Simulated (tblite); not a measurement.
Species: C₁₀H₁₃B.
Geometry (GFN2-xTB, Å), atoms numbered from 1 in this order:
```xyz
24
C10H13B angstrom
B     -1.5650   -1.1139   -0.4992
C     -2.8312   -0.8148    0.3828
C     -2.7899    0.7002    0.6423
C     -1.3064    1.0691    0.6189
C     -0.6941    0.2094   -0.5121
C      0.7949    0.0619   -0.4017
C      1.6578    0.6620   -1.3103
C      3.0287    0.5114   -1.1926
C      3.5599   -0.2406   -0.1601
C      2.7106   -0.8448    0.7521
C      1.3420   -0.6953    0.6298
H     -1.3019   -2.1158   -1.0363
H     -3.7934   -1.1358   -0.0174
H     -2.7161   -1.3475    1.3326
H     -3.2660    0.9834    1.5816
H     -3.3084    1.2192   -0.1666
H     -0.8414    0.7953    1.5681
H     -1.1466    2.1365    0.4617
H     -0.9138    0.7151   -1.4628
H      1.2549    1.2518   -2.1224
H      3.6842    0.9843   -1.9099
H      4.6297   -0.3567   -0.0667
H      3.1186   -1.4372    1.5586
H      0.6812   -1.1775    1.3370
```

Calculated harmonic vibrations of the isolated species, GFN2-xTB (tblite), most abundant isotopes, no scaling. Against measured fundamentals such values can be off by several per cent, at times by over 20. Modes of hydrogen on boron can be 10 to 20 % off. One conformer, not necessarily the lowest.

Harmonic wavenumbers (cm⁻¹): 39.5, 68.1, 101.0, 201.7, 224.4, 272.8, 317.1, 372.4, 456.8, 499.1, 520.4, 590.2, 596.7, 622.4, 670.8, 753.3, 761.9, 812.5, 839.2, 876.7, 880.2, 896.6, 909.3, 928.1, 930.9, 945.0, 971.3, 990.8, 1019.4, 1074.7, 1085.7, 1094.9, 1102.0, 1122.8, 1155.2, 1175.6, 1182.6, 1199.3, 1206.9, 1241.4, 1263.4, 1266.1, 1293.8, 1313.0, 1319.8, 1329.2, 1441.5, 1450.0, 1481.5, 1495.3, 1505.2, 1590.4, 1605.4, 2675.4, 2886.2, 2936.3, 2965.9, 2979.9, 2986.8, 2992.9, 2996.7, 3060.7, 3064.0, 3072.7, 3077.3, 3089.3.

A = 3034, B = 625.5, C = 591.1 MHz; mass 144.111 u (most abundant isotopes); point group C1, symmetry number 1.

What is the zero-point energy?

Half the sum of the wavenumbers: 43924 cm⁻¹ = 125.58 kcal/mol.

Give the ideal-gas entropy at 298.15 K and 1 bar in the rigid-rotor, harmonic-oscillator model (classical rotation).

Translation 40.83, rotation 30.04, vibration 27.58: S = 98.5 cal/(mol K).

And Cp and H(298.15 K) − H(0)?

Cp = 41.48 cal/(mol K), of which vibrations give 33.53 (their classical limit is 66 R = 131.2); H(298.15 K) − H(0) = 6.82 kcal/mol without the zero-point energy, 4.45 from vibrations.

Blend soft modes into free rotors: weight 1/[1 + (100 cm⁻¹/ν̃)⁴] for the oscillator and the rest for a rotor with moment μB/(μ + B), μ = h/(8π²ν), B = 10⁻⁴⁴ kg m². What vibrational entropy results?

25.05 cal/(mol K) in place of 27.58, which changes −T·S at 298.15 K by +0.76 kcal/mol.

Which modes carry the vibrational entropy at 298.15 K?

39.5 cm⁻¹: 5.28; 68.1 cm⁻¹: 4.21; 101.0 cm⁻¹: 3.43; 201.7 cm⁻¹: 2.12; 224.4 cm⁻¹: 1.92; 272.8 cm⁻¹: 1.58 cal/(mol K); the other 60 give 9.04 together.

What must be added to the electronic energy to get the Gibbs energy at 298.15 K and 1 bar?

ZPE + [H(298.15 K) − H(0)] − T·S = 125.58 + 6.82 − 29.35 = 103.05 kcal/mol.

Hindered rotation and anharmonicity are outside this model. Other conformers, if any are populated, would add a mixing term that is left out. The structure is chiral; the term R ln 2 for an equal mix with its mirror image is left out.
